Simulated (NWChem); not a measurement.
System: BaCl cation; SMILES [Cl][Ba+]

Program: NWChem. def2 effective core potentials on Ba; no spin-orbit coupling. Each level has its own optimisation; frequencies are unscaled.

| level | r Ba–Cl (Å) | highest harmonic frequency (cm⁻¹) | zero-point energy (kcal/mol) |
|---|---|---|---|
| CAM-B3LYP/def2-SVP | 2.661 | 336 | 0.5 |
| BLYP/def2-SVP | 2.676 | 323 | 0.5 |
| LDA (Slater exchange, VWN5)/def2-SVP | 2.625 | 344 | 0.5 |
| PBE0/def2-SVP | 2.652 | 337 | 0.5 |
